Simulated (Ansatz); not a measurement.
Harmonic frequencies (cm⁻¹) at PBE0-D4/def2-TZVP from Ansatz: 77, 102, 147, 203, 287, 429, 465, 604, 698, 1005, 1027, 1058, 1281, 1440, 1648, 3120, 3143, 3203.

Each molecule was computed in one conformer, which needn't be the lowest.

Question: Which molecule is it?
A. `C=[CH][Al]([Cl])[Cl]`
B. `C[O][AlH2]`
C. `C[S][Al]([F])[Cl]`
D. `[NH2][Al]([OH])[OH]`

Answer: A.
